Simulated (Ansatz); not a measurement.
Reaction (formal exchange of groups at a C–B bond): `BC(B)[SiH3]` + acetylene → `BC([SiH3])C#C` + BH₃

Computed with Ansatz on PBE0-D4/def2-TZVP structures; ΔE is electronic, products minus reactants. CCSD(T)/CBS is the MP2 limit (def2-TZVPP, def2-QZVPP) plus CCSD(T) − MP2 in def2-TZVPP, frozen cores. This one scheme is used for every species. DFT in def2-TZVPP. B3LYP here is the variant with VWN-RPA as its local correlation; programs differ in this.

(1) Is it downhill or uphill in electronic energy at CCSD(T)/CBS, and by how much? (Estimate.)

(2) What do these levels give: PBE0-D4, ωB97M-V, B2PLYP, PBE, PBE0, B3LYP, HF/def2-TZVPP, SCS-MP2/def2-TZVPP, HF/def2-QZVPP, MP2/def2-QZVPP, SCS-MP2/def2-QZVPP, HF/CBS(def2)? (Best estimate.)

Largest T1 diagnostic among the species: 0.013.

Answers

(1) Computed: Uphill: ΔE = +15.3 kcal/mol.

(2) Ansatz gave: PBE0-D4 15.0, ωB97M-V 15.4, B2PLYP 13.7, PBE 15.9, PBE0 15.2, B3LYP 13.3, HF/def2-TZVPP 9.5, SCS-MP2/def2-TZVPP 12.9, HF/def2-QZVPP 9.5, MP2/def2-QZVPP 14.4, SCS-MP2/def2-QZVPP 13.3, HF/CBS(def2) 9.6 kcal/mol.

From PBE to PBE0 (25 % exact exchange), in def2-TZVPP and without D4, ΔE moves by −0.7 kcal/mol. In def2-TZVPP, CCSD(T) changes the Hartree–Fock value by +5.3 kcal/mol (the triples alone add +0.6 kcal/mol) and MP2 by +4.6 kcal/mol.
